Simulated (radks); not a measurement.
Q: Radial electron density D(r) = 4 pi r^2 rho(r) of an atom or ion with 44 electrons. Calculated with a radial shooting solver on a logarithmic mesh with Libxc functionals: scalar-relativistic Kohn-Sham, BLYP, spin-polarised, spherical densities, finite nucleus; Fermi nuclear charge, rms radius of each element as measured or else 0.836 A^(1/3) + 0.57 fm.

```
   r/bohr * D(r) (the largest magnitude, 91.1, reaches the edge; | marks zero)
 0.002384 |    *
 0.002731 |      *
 0.003129 |       *
 0.003585 |         *
 0.004107 |           *
 0.004668 |             *
 0.005348 |                *
 0.006127 |                   *
 0.007019 |                       *
 0.008042 |                          *
 0.009213 |                              *
  0.01056 |                                 *
  0.01209 |                                    *
  0.01374 |                                       *
  0.01575 |                                         *
  0.01804 |                                         *
  0.02067 |                                         *
  0.02368 |                                        *
  0.02713 |                                      *
  0.03108 |                                     *
  0.03561 |                                    *
  0.04047 |                                     *
  0.04637 |                                       *
  0.05312 |                                           *
  0.06086 |                                                *
  0.06973 |                                                    *
  0.07989 |                                                      *
  0.09153 |                                                     *
   0.1049 |                                                 *
   0.1192 |                                            *
   0.1365 |                                        *
   0.1564 |                                      *
   0.1792 |                                        *
   0.2053 |                                           *
   0.2352 |                                             *
   0.2695 |                                           *
   0.3088 |                                    *
   0.3509 |                           *
   0.4021 |                   *
   0.4606 |               *
   0.5278 |              *
   0.6046 |               *
   0.6927 |                *
   0.7936 |              *
   0.9093 |          *
    1.033 |      *
    1.184 |   *
    1.356 | *
    1.554 |*
     1.78 *
     2.04 *
    2.337 *
    2.677 *
    3.043 *
```

What is the nuclear charge?

A: Z = 54. The innermost maximum, from 1s, lies near gamma/Z bohr with gamma = sqrt(1 - (Z/c)^2) = 0.919, here 0.017 bohr (found: 0.0186), and its height grows with Z. The density is that of the xenon ion Xe10+ in [Kr] 4d8; the configuration itself is not fixed sharply by these data, and Z only to a few units. D(r) has 4 maxima, at r = 0.0186, 0.0825, 0.237, 0.666 bohr, and minima at 0.0362, 0.155, 0.499 bohr, inside which lie 1.98, 11.15, 29.01 electrons.
